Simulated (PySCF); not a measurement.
CH3BO, SMILES C(#[O+])[BH3-]. Coordinates come from a B3LYP-D3(BJ)/def2-TZVP optimisation.

Give the equilibrium geometry at B3LYP-D3(BJ)/def2-TZVP (PySCF confirms it by a frequency run) as Cartesian coordinates in Å, and its point group. (The exact figures need the calculation; the answer reports its results.)

point group C3v.
```xyz
6

B      0.0000     0.0000    -1.3356
H      1.0104     0.5834    -1.6430
H     -1.0104     0.5834    -1.6430
H      0.0000    -1.1667    -1.6430
C      0.0000     0.0000     0.1841
O      0.0000     0.0000     1.3128
```
Charge 0, spin multiplicity 1.
